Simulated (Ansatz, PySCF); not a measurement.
Positional isomers: quinoline boryl+boryl. Gas-phase values, no solvent. One relaxed conformer stands for each flexible species; it need not be the lowest. Strings in code marks are SMILES.

Quantity: electronic energy of isomers of C9H9B2N relative to `Bc1ccc2ncc(B)cc2c1`, in kcal/mol. The restricted reference of `Bc1cc(B)c2ccccc2n1`, `Bc1ccc2c(B)ccnc2c1`, `Bc1ccc2ncc(B)cc2c1` and `Bc1ccc2nccc(B)c2c1` is unstable towards unrestricted orbitals.

Level 1: frozen-core CCSD(T)/cc-pVDZ // PBE-D3(BJ)/def2-SVP (Ansatz, a first-principles code)
Level 2: PBE-D3(BJ)/def2-TZVP // PBE-D3(BJ)/def2-SVP (PySCF)
Level 3: frozen-core MP2/cc-pVDZ // PBE-D3(BJ)/def2-SVP (Ansatz)
Level 4: PBE/6-31G* // PBE-D3(BJ)/def2-SVP (PySCF)

```json
[
 {"species": "`Bc1ccc2nccc(B)c2c1`", "level 1": "3.41", "level 2": "3.60", "level 3": "2.19", "level 4": "3.72"},
 {"species": "`Bc1cc(B)c2ccccc2n1`", "level 1": "6.92", "level 2": "7.17", "level 3": "5.52", "level 4": "7.41"},
 {"species": "`Bc1ccc2c(B)ccnc2c1`", "level 1": "3.56", "level 2": "3.74", "level 3": "2.16", "level 4": "3.74"}
]
```
